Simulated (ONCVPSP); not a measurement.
## Before and after: ONCV potential for aluminium (Al)

* Element: aluminium
* Generator: ONCVPSP 4.0.1
* Type: optimised norm-conserving Vanderbilt (ONCV)
* Functional: PW91
* Relativity: scalar-relativistic
* Frozen core: [Ne]
* Valence charge: 3
* Reference configuration: 3s2 3p0.5 (charge +0.5)
* Partial waves: 3s: rc 1.55 bohr, ncon 3, nbas 8, qcut 3.7 1/bohr, 2 projectors, debl 0.6 Ha; 3p: rc 2.50 bohr, ncon 5, nbas 8, qcut 2.9 1/bohr, 2 projectors, debl 2 Ha; d scattering state at 0.04 Ha: rc 2.30 bohr, ncon 4, nbas 9, qcut 4.1 1/bohr, 2 projectors, debl 3.6 Ha
* Local potential: polynomial inside 1.10 bohr (lpopt 3, dvloc0 1 Ha)
* Core correction: Teter function, fcfact 5.25, rcfact 1.35

All-electron outer shells of the reference configuration (PW91, scalar-relativistic, ld1.x):

```csv
shell,level (eV),outermost node (bohr),outermost maximum (bohr)
2s,-112.07,0.16,0.50
2p,-73.65,–,0.43
3s,-11.14,0.80,2.06
3p,-5.74,0.81,2.52
```

Change: core correction Teter function, fcfact 5.25, rcfact 1.82.

Cutoffs: the cutoffs (Ha) at which the residual kinetic energy of the hardest occupied pseudo-wave falls to 1 and 0.1 mHa per electron; they do not see the model core or the augmentation charge, which bear on the density cutoff. Errors are all-electron minus pseudo energies relative to the spin-unpolarised reference configuration.

Problem. How do hardness, ghosts and transferability respond?

Solution. The potential gets neither clearly harder nor softer (5.6 Ha and 10 Ha → 5.6 Ha and 10 Ha); of the 4 tests that both files solve, the error grows in 4 and shrinks in 0 by more than 15 % and 0.3 meV (median size 0.6 → 19.3 meV); neither file shows a bound ghost. A model core, the more so a compact one, raises the density cutoff, which this test does not measure.

| quantity | base | changed |
| --- | --- | --- |
| cutoff, loose | 5.6 Ha | 5.6 Ha |
| cutoff, tight | 10 Ha | 10 Ha |
| bound ghosts | none | none |
| GHOST(+) flags under 300 eV | s at 69.1 eV | s at 69.1 eV |
| error for 3s2 3p1, meV [ΔE -2.10 eV] | +0.4 | -3.3 |
| error for 3s2 3p0, meV [ΔE 3.70 eV] | +0.4 | -11 |
| error for 3s1 3p0, meV [ΔE 22.98 eV] | -0.8 | -216 |
| error for 3s1 3p1, meV [ΔE 9.51 eV] | -4.4 | -28 |
| s: phases at 1.57 bohr within 0.05 rad from the reference energy up to (Ha; the scan ends near 5) | 1.9 | 1.9 |
| p: phases at 2.54 bohr within 0.05 rad from the reference energy up to (Ha; the scan ends near 5) | 4.5 | 4.5 |
| d: phases at 2.33 bohr within 0.05 rad from the reference energy up to (Ha; the scan ends near 5) | to the end of the scan | to the end of the scan |
| rms error of d²Exc/dni dnj with the model core, mHa | 0.27 | 6.40 |

Base: The cutoffs count occupied waves only; projector 2 of the d channel, the hardest unoccupied one, needs 67 Ha at the loose tolerance. Changed file: The cutoffs count occupied waves only; projector 2 of the d channel, the hardest unoccupied one, needs 67 Ha at the loose tolerance.
